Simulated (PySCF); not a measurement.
Coordinates in bohr (charge -1 multiplicity 3):
```
V     0.0000    1.4101    0.0000
Se    0.0000   -0.4497    3.8247
Se    0.0000   -0.4497   -3.8247
```

These are results of PySCF, UPBE, basis V def2-SVPD, Se def2-SVPD (no relativity, density fitting), not measurements.

This geometry of VSe₂⁻ is a stationary point at this level.

Problem. What is the point group?

Solution. C2v.

Problem. Is it a minimum?

Solution. Yes: all harmonic wavenumbers are real.

Problem. List the harmonic modes with their infrared intensities.

Solution. 
```
symmetry  ω (cm⁻¹)  IR (km/mol)
      a1        80          0.1
      a1       305          6.8
      b2       412         96.7
```

Problem. Give the atomic charges and bond orders.

Solution. 
```csv
atom,Mulliken,Löwdin,polar tensor,spin (Mulliken),Mayer order to V1
V1,0.23,0.13,0.70,2.81,–
"Se2,3",-0.62,-0.56,-0.85,-0.40,1.73
```

In C2v the vibrations span 2a1 + b2. Here b1 is antisymmetric to the molecular plane and b2 lies in it.

This need not be the most stable arrangement of these atoms. Other spin states or occupations of the open shell can lie lower. The lowest empty level of this anion is unbound, so it and the gap depend on the basis.
